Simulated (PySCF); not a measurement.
SMILES C[CH2][Cd][CH](C)C, GFN2-xTB optimised geometry.

```
18

Cd    -0.57    -1.27     0.00
C      1.68    -1.27     0.00
C      2.10     0.05    -0.64
H      2.13    -2.10    -0.55
H      2.06    -1.31     1.03
H      1.68     0.90    -0.09
H      1.76     0.11    -1.68
H      3.19     0.16    -0.65
C     -2.14     0.34     0.00
C     -1.93     1.15    -1.28
C     -1.83     1.19     1.23
H     -3.19     0.02     0.05
H     -2.56     2.05    -1.27
H     -0.89     1.48    -1.37
H     -2.20     0.57    -2.16
H     -2.04     0.64     2.15
H     -2.44     2.10     1.24
H     -0.78     1.50     1.24
```

Density from PBE0/def2-SVP, def2 effective core potentials past Kr in PySCF 2.14.0 at that geometry. The core electrons that the potentials of Cd replace are not part of the density.

Minimum of the electron density along straight lines between bonded atoms, close to the bond critical point (lines longer than 1.1 times the sum of covalent radii, or with two minima, are not listed):

| bond | length / Å | ρ at the minimum / e bohr⁻³ | ∇²ρ there / e bohr⁻⁵ | position (fraction from the first atom) |
|---|---|---|---|---|
| Cd1–C2 | 2.251 | 0.081 | 0.14 | 0.51 |
| C2–C3 | 1.529 | 0.238 | -0.53 | 0.50 |
| C2–H4 | 1.093 | 0.271 | -0.96 | 0.62 |
| C2–H5 | 1.096 | 0.269 | -0.94 | 0.62 |
| C3–H6 | 1.095 | 0.272 | -0.97 | 0.62 |
| C3–H7 | 1.095 | 0.272 | -0.97 | 0.62 |
| C3–H8 | 1.095 | 0.271 | -0.97 | 0.62 |
| Cd1–C9 | 2.246 | 0.082 | 0.14 | 0.52 |
| C9–C10 | 1.528 | 0.241 | -0.53 | 0.50 |
| C9–C11 | 1.529 | 0.240 | -0.53 | 0.49 |
| C9–H12 | 1.096 | 0.272 | -0.96 | 0.62 |
| C10–H13 | 1.096 | 0.271 | -0.96 | 0.62 |
| C10–H14 | 1.096 | 0.272 | -0.97 | 0.62 |
| C10–H15 | 1.093 | 0.273 | -0.98 | 0.62 |
| C11–H16 | 1.094 | 0.272 | -0.98 | 0.62 |
| C11–H17 | 1.096 | 0.271 | -0.96 | 0.62 |
| C11–H18 | 1.097 | 0.271 | -0.96 | 0.62 |
